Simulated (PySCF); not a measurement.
Computed shifts of a molecule C3H4N2O, PySCF with PBE0/pcSseg-1, GIAO, gas phase, equivalent atoms averaged, in ppm (number of nuclei): ¹³C: 151.4 (2), 64.2 (1). ¹⁵N: 273.8 (2). ¹H: 6.93 (2), 5.40 (2). References: ¹³C against TMS (σ = 186.3 ppm); ¹⁵N against NH3 (σ = 267.4 ppm); ¹⁷O against H2O (σ = 334.2 ppm); ¹H against TMS (σ = 31.56 ppm), references at their B3LYP-D3(BJ)/def2-TZVP geometries, non-relativistic. The structure is a stationary point at PBE0-D3(BJ)/def2-SVP. Other conformers were not sampled.

Which structure fits?
(A) CO/C=N/C#N
(B) C1=NC=NCO1
(C) C1=NCN=CO1
(D) [H]/N=c1/[nH]cco1

C, C1=NCN=CO1
